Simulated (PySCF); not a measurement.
Species: C4H5ClF2O.
Structure used (PBE0-D3(BJ)/def2-SVP), in Å, numbered top down from 1:
```
atom  x, y, z in Å
C1    -2.3743   -0.3705   -0.9778
C2    -1.4927   -0.2090    0.0040
Cl3   -1.9779    0.2336    1.6174
O4    -0.1744   -0.4566   -0.1552
C5     0.7482    0.4873    0.2657
F6     0.7402    1.5520   -0.5869
C7     2.1192   -0.1428    0.2230
F8     2.2174   -1.1013    1.1858
H9    -3.4409   -0.2528   -0.7957
H10   -2.0126   -0.6394   -1.9707
H11    0.4947    0.8505    1.2761
H12    2.8724    0.6426    0.3952
H13    2.2763   -0.5902   -0.7722
```

Linear response at CAM-B3LYP/def2-SVPD (PySCF, frozen core in the response, non-relativistic).

Static isotropic polarisability: 69.93 au (10.36 Å³), principal values 54.6, 72.5, 82.8 au.

Problem. What is the polarisability at 1064 nm and at the sodium D line?

Solution. 70.49 au at 1064 nm (+0.8 %), 71.81 au at 589.3 nm (+2.7 %). The rise at 589.3 nm is 3.38 times that at 1064 nm; a pure ω² law gives 3.26. The lowest singlet lies at 191 nm, shorter than both wavelengths.

Problem. What is the isotropic C6 coefficient between two such molecules, C6 = (3/π)∫α(iω)² dω?

Solution. 2193 au (Eh·bohr⁶) by a ten-point quadrature over imaginary frequencies, which is 1310 eV·Å⁶ or 126 J·nm⁶/mol.

Problem. Which effective excitation energy ω̄ makes London's formula C6 = (3/4)α²ω̄ exact here?

Solution. ω̄ = 4·C6/(3α²) = 0.598 Eh = 16.3 eV. A one-pole form α(ω) = α/(1 − ω²/ω̄²) fitted to the 1064 nm value gives 13.1 eV.

Problem. The lowest 6 singlets have (eV, f): 6.50, 0.019; 6.85, 0.338; 7.30, 0.007; 7.95, 0.001; 8.13, 0.016; 8.17, 0.022. What share of the static polarisability do they carry in the sum over states α = Σ f/ω²?

Solution. 6.21 au, 8.9 % of α; the largest term, 5.34 au, is that of the state at 6.85 eV. Their oscillator strengths add up to 0.40. Higher states carry the rest.

Problem. How anisotropic is the static polarisability, by Δα² = ½[(α1 − α2)² + (α2 − α3)² + (α3 − α1)²]?

Solution. Δα = 24.7 au, or 0.35 of the isotropic value.

Problem. What molar refraction at the D line follows from R = (4π/3)·N_A·α′, with α′ the polarisability volume?

Solution. α′ = 10.64 Å³ gives R = 26.84 cm³/mol, for isolated, non-vibrating species.

Problem. What does −C6/R⁶ come to at R = 12 Å between centres?

Solution. -42 J/mol. This is the leading, orientation-averaged term; C8 and higher terms are left out.

Problem. How many electrons N does the Slater–Kirkwood formula C6 = (3/4)·√N·α^(3/2) need to give this C6?

Solution. N = (4·C6/3)²/α³ = 25.0; the species has 72 electrons in all.

Problem. What n − 1 at the D line would an ideal gas of it have at 273.15 K and 1 atm (2.6868 × 10¹⁹ cm⁻³), by n − 1 = 2π·N·α′?

Solution. 17.96 × 10⁻⁴, a formal value whether or not that pressure can be reached.

Rough CPU time on one thread of a shared machine: about 70 s. This is the whole response run at CAM-B3LYP/def2-SVPD, SCF included.

One conformer stands for the species.
